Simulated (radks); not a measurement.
Values are calculated unless marked as measured or tabulated.
Ba2+, 54 electrons, occupied as [Xe] (the NIST ground configuration). Code: a radial shooting solver on a logarithmic mesh with Libxc functionals. Model: Dirac Kohn-Sham, PBEsol, spin-unpolarised, spherical densities, finite nucleus; Fermi nuclear charge, rms radius 4.8378 fm. Some entries of the table are withheld. Estimate them.

orbital  occ.  eigenvalue (hartree)  <r^2> (bohr^2)  r(max) (bohr)
1s1/2       2             -1367.850             (1)        0.01643
2s1/2       2             -216.5227         0.01416        0.09306
2p1/2       2             -204.0208         0.01041        0.07108
2p3/2       4             -190.0025         0.01169        0.07615
3s1/2       2             -46.06106         0.09743            (2)
3p1/2       2             -40.80998         0.09220         0.2532
3p3/2       4             -38.10084         0.09995         0.2643
3d3/2       4             -28.87607         0.08266         0.2132
3d5/2       6             -28.29831         0.08487         0.2164
4s1/2       2              -9.39974             (3)         0.6254
4p1/2       2              -7.49073          0.5529            (4)
4p3/2       4              -6.92432          0.5969            (5)
4d3/2       4              -3.80485          0.7343         0.6910
4d5/2       6              -3.70860          0.7528         0.6991
5s1/2       2              -1.68965           2.990          1.470
5p1/2       2              -1.19047           3.824          1.621
5p3/2       4              -1.11191           4.155          1.689

Answer. 
(1) 1s1/2 <r^2> (bohr^2): 0.0008890
(2) 3s1/2 r(max) (bohr): 0.2667
(3) 4s1/2 <r^2> (bohr^2): 0.5129
(4) 4p1/2 r(max) (bohr): 0.6374
(5) 4p3/2 r(max) (bohr): 0.6616
